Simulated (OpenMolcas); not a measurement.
# Ag3+: moving or changing the point charges

Ag3+ among 4 point charges of -2 e arranged as a tetrahedron (Td), 1.68 Å from the ion.

| Property | Result |
| --- | --- |
| Program | OpenMolcas 26.06 |
| Method | SS-CASPT2, IPEA 0.25 Eh, imaginary shift 0.1 Eh (closed shells correlated: 4s 4p) |
| Basis | ANO-RCC-VDZP [6s5p3d1f] |
| Scalar Hamiltonian | DKH2, point nucleus |
| Active space | 8 electrons in 5 orbitals (4d) |
| State averaging | 2S+1 = 3 even, 10 roots; 2S+1 = 1 even, 15 roots |
| Spin-orbit coupling | RASSI with atomic mean-field integrals over the reference wave functions |

Runs around this geometry, states (labels of Td). Energies in cm-1 above the lowest state or level, χT in cm3 K/mol; under a threefold ground state the first gap can be a small split of the lowest multiplet, not the spin-orbit step.

| R (Å) | q (e) | Ground state | First state of that spin | First gap with spin-orbit (degeneracies) | χT at 300 K | First state of another spin |
| --- | --- | --- | --- | --- | --- | --- |
| 1.77 | -1.3 | 3T1 | 3T2 2390 | 630 (1, 3) | 2.332 | 1T2 11560 |
| 1.68 | -2 | 3T1 | 3T2 3720 | 790 (1, 3) | 1.894 | 1T2 11850 |
| 1.86 | -2 | 3T1 | 3T2 2460 | 630 (1, 3) | 2.304 | 1T2 11610 |

Taking the first state of the same spin as R^-n, n = -ln(2460 / 3720) / ln(1.86 / 1.68) = 4.1 between the shortest and longest distance.

Roots that are degenerate in the reference are averaged as groups; the widest CASPT2 spread within a group is 290 cm-1 (the 3-fold group of multiplicity 3 near 3720 cm-1 above the lowest state of its run, R = 1.68, q = -2). Shifts and gaps below about the spread of the groups concerned are not significant. An orbital triplet at a regular site is open to Jahn-Teller coupling, which can distort the site and quench the lowest spin-orbit gaps and is left out. Real 4d8 and 5d8 ions are as a rule square planar and diamagnetic. Free-ion shares, where given, are those of the reference states; single-state CASPT2 does not remix them. This is an electrostatic model: the charges have no orbitals. No measured value stands beside these numbers.
